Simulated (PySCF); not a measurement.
SnOCl, SMILES [O]=[Sn][Cl], multiplicity 2. Geometry optimised at B3LYP-D3(BJ)/def2-TZVP. The def2 effective core potentials stand for the cores of Sn; spin–orbit coupling is left out.

Q: Give the equilibrium geometry at B3LYP-D3(BJ)/def2-TZVP (PySCF confirms it by a frequency run) as Cartesian coordinates in Å, and its point group. (Estimate from the structure and the level; the computed values follow.)

A: point group Cs.
```xyz
3

Sn     0.3193    -0.4607     0.0000
O     -1.5699    -1.0922     0.0000
Cl    -0.2003     1.8690     0.0000
```
Charge 0, spin multiplicity 2.
